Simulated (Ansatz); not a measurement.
`S[SiH2][GeH3]` + H₂O → `O[SiH2]S` + GeH₄ at 700 K and 1 bar (formal hydrolysis of the Si–Ge bond).

Program: Ansatz. Geometries: PBE0-D4/def2-TZVP. ΔE: electronic, gas phase. CCSD(T)/CBS adds triple-zeta CCSD(T) − MP2 to the extrapolated MP2 energy (def2 sets, frozen cores). This one scheme is used for every species. For Ge outer-core shells are correlated without core-valence functions, which leaves a few kJ/mol of doubt a bond. Scalar relativity is left out up to krypton. Each species was taken in one conformer, which may not be the lowest.

```csv
species,CCSD(T)/CBS energy (Eh),H − E (kJ/mol),S (J/(mol·K))
`S[SiH2][GeH3]`,-2766.59259,204.9,458.9
H₂O,-76.37941,80.5,218.4
`O[SiH2]S`,-764.50758,164.6,382.9
GeH₄,-2078.49493,112.9,267.3
```

H − E and S are ideal-gas, rigid-rotor, harmonic terms from PBE0-D4/def2-TZVP, for one conformer and one mirror image of each species. 1 Eh = 2625.50 kJ/mol, R = 8.31446 J/(mol·K).

Task: By hand: ΔE, ΔH, ΔS and ΔG.

Result: ΔE = (-764.50758) + (-2078.49493) − (-2766.59259) − (-76.37941) = -0.03051 Eh = -80.1 kJ/mol. Δ(H − E) = 164.6 + 112.9 − 204.9 − 80.5 = -7.9, so ΔH = -88.0 kJ/mol. ΔS = 382.9 + 267.3 − 458.9 − 218.4 = -27.1 J/(mol·K). ΔG = -88.0 − 700 × (-27.1)/1000 = -69.0 kJ/mol.

Task: By hand: the equilibrium constant, and the temperature at which ΔG would vanish if ΔH and ΔS stayed fixed.

Result: log₁₀ K = −ΔG/(RT ln 10) = 5.1. ΔG = 0 at ΔH/ΔS = 3247 K, far beyond where these terms or the molecules hold.

ΔH outweighs TΔS. A doubt of 5 kJ/mol in ΔE shifts log₁₀ K by 0.4 here. Other conformers and mirror images would add mixing entropy, several J/(mol·K) or more a flexible species. These are equilibria of isolated gas molecules and say nothing of rates. Largest T1 diagnostic: 0.012 (customary marks: 0.02 for closed shells, 0.045 for open ones).
